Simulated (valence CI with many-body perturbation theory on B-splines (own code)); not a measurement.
# Energy levels of Tb³³⁺

Method: configuration interaction combined with many-body perturbation theory (CI+MBPT): four valence electrons over a frozen Dirac-Fock core [Ar] 3d10, radial functions for each j: 11 s, 11 p, 9 d, 7 f, 5 g, 2 h, 1 i, with the one-electron correlation potential Σ1 (screened to all orders), the two-electron term Σ2, the three-electron term Σ3, Breit, model QED; selected single and double excitations, second order for the rest (own B-spline code, finite nucleus).

The last digits are not significant, and no measured levels were compared; by estimate large intervals hold to a few tenths of a per cent, small ones and those within an open d or f shell to about a per cent.

Levels 1 to 45 of 68, with energies above the lowest level, (4s^2 4p1/2^2) J=0. "Leading %" is the weight of the configuration and term that name the level; weights of strongly mixed levels are sums over their largest components and can fall short. In the jj column 3d3/2^4 stands for four electrons in 3d with j = 3/2. Lifetimes count E1, E2, E3, M1 and M2 decay at the calculated energies, and are blank where another channel may lead or the interval is too uncertain; long ones can be off by a factor of two.

```tsv
No.	Configuration	Term	J	E (cm⁻¹)	Leading %	Leading jj	Lifetime
1	4s2.4p2	3P	0	0	72	4s^2 4p1/2^2 (99 %)	
2	4s2.4p2	3P	1	353250	99	4s^2 4p1/2 4p3/2 (99 %)	1.75 μs
3	4s2.4p2	1D	2	381370	61	4s^2 4p1/2 4p3/2 (99 %)	109 μs
4	4s2.4p2	3P	2	755820	60	4s^2 4p3/2^2 (98 %)	944 ns
5	4s2.4p2	1S	0	818100	71	4s^2 4p3/2^2 (98 %)	659 ns
6	4s.4p3	3P°	2	949670	41	4s 4p1/2^2 4p3/2 (94 %)	82.0 ps
7	4s.4p3	3D°	1	1046700	42	4s 4p1/2^2 4p3/2 (90 %)	7.26 ps
8	4s.4p3	3D°	2	1273400	46	4s 4p1/2 4p3/2^2 (90 %)	76.3 ps
9	4s2.4p.4d	3F°	2	1327800	59	4s^2 4p1/2 4d3/2 (85 %)	735 ps
10	4s.4p3	3D°	3	1329200	89	4s 4p1/2 4p3/2^2 (89 %)	72.9 ps
11	4s.4p3	3P°	0	1389400	96	4s 4p1/2 4p3/2^2 (96 %)	10.3 ps
12	4s.4p3	3S°	1	1408600	28	4s 4p1/2 4p3/2^2 (67 %)	2.86 ps
13	4s.4p3	3P°	1	1448900	38	4s 4p1/2 4p3/2^2 (73 %)	2.72 ps
14	4s.4p3	1D°	2	1451200	43	4s 4p1/2 4p3/2^2 (66 %)	4.68 ps
15	4s2.4p.4d	3F°	3	1494700	65	4s^2 4p1/2 4d5/2 (86 %)	6.06 ps
16	4s2.4p.4d	3D°	1	1494900	24	4s^2 4p1/2 4d3/2 (54 %)	1.54 ps
17	4s2.4p.4d	3P°	2	1512300	40	4s^2 4p1/2 4d5/2 (79 %)	2.49 ps
18	4s.4p3	3P°	2	1724100	37	4s 4p3/2^3 (70 %)	21.7 ps
19	4s2.4p.4d	3P°	1	1785400	36	4s^2 4p3/2 4d3/2 (69 %)	1.89 ps
20	4s2.4p.4d	3D°	2	1796600	45	4s^2 4p3/2 4d3/2 (85 %)	1.50 ps
21	4s2.4p.4d	3P°	0	1810200	95	4s^2 4p3/2 4d3/2 (95 %)	1.77 ps
22	4s2.4p.4d	3F°	4	1811400	99	4s^2 4p3/2 4d5/2 (99 %)	2.04 μs
23	4s2.4p.4d	3D°	3	1815100	39	4s^2 4p3/2 4d3/2 (81 %)	1.64 ps
24	4s2.4p.4d	3P°	1	1883100	34	4s 4p3/2^3 (54 %)	2.15 ps
25	4s2.4p.4d	3P°	2	1908100	36	4s^2 4p3/2 4d5/2 (66 %)	2.19 ps
26	4s.4p2.4d	5F	1	1940700	52	4s 4p1/2^2 4d3/2 (93 %)	35.0 ps
27	4s2.4p.4d	1F°	3	1940900	55	4s^2 4p3/2 4d5/2 (85 %)	1.84 ps
28	4s.4p2.4d	5F	2	1951500	23	4s 4p1/2^2 4d3/2 (78 %)	47.0 ps
29	4s2.4p.4d	1P°	1	1981600	59	4s^2 4p3/2 4d5/2 (71 %)	1.94 ps
30	4p4	3P	2	2023000	40	4p1/2^2 4p3/2^2 (58 %)	6.52 ps
31	4s.4p2.4d	5D	3	2056300	28	4s 4p1/2^2 4d5/2 (88 %)	8.38 ps
32	4p4	1S	0	2098700	51	4p1/2^2 4p3/2^2 (86 %)	4.55 ps
33	4s.4p2.4d	3F	2	2154600	32	4s 4p1/2^2 4d5/2 (59 %)	3.98 ps
34	4s.4p2.4d	5D	1	2248000	56	4s 4p1/2 4p3/2 4d3/2 (94 %)	53.7 ps
35	4s.4p2.4d	5D	0	2248400	87	4s 4p1/2 4p3/2 4d3/2 (96 %)	53.9 ps
36	4s.4p2.4d	5F	2	2253800	43	4s 4p1/2 4p3/2 4d3/2 (92 %)	15.8 ps
37	4s.4p2.4d	5F	3	2265800	49	4s 4p1/2 4p3/2 4d3/2 (89 %)	32.1 ps
38	4s.4p2.4d	5F	4	2302800	56	4s 4p1/2 4p3/2 4d3/2 (66 %)	190 ps
39	4s.4p2.4d	5D	4	2322900	55	4s 4p1/2 4p3/2 4d5/2 (84 %)	390 ps
40	4s.4p2.4d	3F	2	2348800	50	4s 4p1/2 4p3/2 4d3/2 (68 %)	6.75 ps
41	4p4	3P	1	2358600	49	4p1/2 4p3/2^3 (49 %)	6.93 ps
42	4p4	1D	2	2364900	16	4s 4p1/2 4p3/2 4d5/2 (67 %)	7.40 ps
43	4s.4p2.4d	5P	3	2366900	45	4s 4p1/2 4p3/2 4d3/2 (52 %)	2.11 ps
44	4s.4p2.4d	5F	5	2379300	53	4s 4p1/2 4p3/2 4d5/2 (95 %)	131 ps
45	4s.4p2.4d	3G	3	2380300	52	4s 4p1/2 4p3/2 4d3/2 (84 %)	11.6 ps
```

The ionisation energy to 4s2.4p 2P°_1/2 of the next ion comes out as 1395.1 eV (NIST: 1393 ± 5 eV (theoretical)). All 68 levels together are meant to be complete up to 2663400 cm⁻¹.
